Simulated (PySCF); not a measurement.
## Dipole response of Pb (lead, neutral)

[Xe] 4f14 5d10 6s2 6p2, high-spin 3P determinant. Calculation: PySCF 2.14, in ANO-RCC-VTZP (8s7p5d3f2g, 93 functions); scalar relativity by spin-free X2C-1e. Coupled (time-dependent) response in atomic units; α is the mean over directions. The basis has no added diffuse functions, which lowers α and C₆.

| method | mean α (bohr³) | α xx, yy, zz | C₆ (like pair) | S(−4) |
| --- | --- | --- | --- | --- |
| UHF | 39.05 | 33.38, 41.88, 41.88 | 493.1 | 270.9 |
| PBE | 39.73 | 32.21, 43.49, 43.49 | 498.6 | 304.9 |

S(−4) is the Cauchy moment in α(ω) = α(0) + S(−4) ω² + …

Reference α: 47 ± 3 bohr³ (recommended; Schwerdtfeger and Nagle, table of static dipole polarizabilities (2023 update)). Published C₆: 534.0 (Gould and Bucko (2016)).

Spin-orbit coupling is absent.

α(iu) at PBE:

| u (hartree) | α(iu) (bohr³) |
| --- | --- |
| 0 | 39.73 |
| 0.0500 | 38.99 |
| 0.100 | 36.96 |
| 0.200 | 30.93 |
| 0.300 | 24.82 |
| 0.500 | 16.12 |
| 0.750 | 10.42 |
| 1.00 | 7.452 |
| 1.50 | 4.538 |
| 2.00 | 3.119 |
| 3.00 | 1.754 |
| 5.00 | 0.7832 |

A single London oscillator, α(iu) = α/(1 + u²/ω²), gives C₆ = (3/4) ω α². Matching the computed C₆ needs ω = 4 × 498.6 / (3 × 39.73²) = 0.421 hartree.

The components differ because the open shell of this determinant is not spherical; for a pure term their mean is the scalar polarisability.

Spin-orbit coupling is strong in this species (close to jj coupling), so the high-spin LS determinant is a model state, not a physical level.
